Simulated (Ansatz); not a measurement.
`FC(F)=C(F)C(F)(F)F`. The species carries charge 0 and has multiplicity 1.

```xyz
9

F     0.597   -1.927   -0.670
C     0.885   -0.672   -0.849
F     1.846   -0.510   -1.714
C     0.294    0.350   -0.244
F     0.692    1.589   -0.525
C    -0.814    0.294    0.760
F    -1.187   -0.955    1.018
F    -1.879    0.968    0.319
F    -0.435    0.864    1.907
```

(1) What are the harmonic wavenumbers in cm⁻¹ at PBE0-D4/def2-TZVP (Ansatz, finite differences of forces, unscaled)? (An estimate is asked.)

(2) Is this a minimum?

(3) Give the ideal-gas thermochemistry at 298.15 K and 1 bar (rigid rotor, harmonic oscillator; point group Cs, symmetry number 1).

(4) And at 400, 500, 600, 800 and 1000 K?

(5) Rotational constants (cm⁻¹)?

Results:

(1) Ansatz gave: 38, 128, 177, 250, 258, 366, 374, 470, 518, 582, 609, 667, 682, 782, 1061, 1189, 1235, 1246, 1365, 1421, 1860.

(2) Yes, all 21 modes are real.

(3) Zero-point energy 91.4 kJ/mol; H(298) − E = 114.4 kJ/mol; entropy 375.0 J/(mol·K), of which translation 171.3, rotation 121.3, vibration 82.3; G(298) − E = 2.6 kJ/mol. Modes under 100 cm⁻¹ are hindered rotations or soft bends, so the harmonic entropy is rough.

(4) 
```json
{"T (K)": "400", "H − E (kJ/mol)": "127.6", "S (J/mol/K)": "412.9", "G − E (kJ/mol)": "-37.6"}
{"T (K)": "500", "H − E (kJ/mol)": "142.3", "S (J/mol/K)": "445.6", "G − E (kJ/mol)": "-80.5"}
{"T (K)": "600", "H − E (kJ/mol)": "158.2", "S (J/mol/K)": "474.7", "G − E (kJ/mol)": "-126.6"}
{"T (K)": "800", "H − E (kJ/mol)": "192.9", "S (J/mol/K)": "524.4", "G − E (kJ/mol)": "-226.7"}
{"T (K)": "1000", "H − E (kJ/mol)": "229.7", "S (J/mol/K)": "565.5", "G − E (kJ/mol)": "-335.8"}
```

(5) 0.0858, 0.04203, 0.03307.
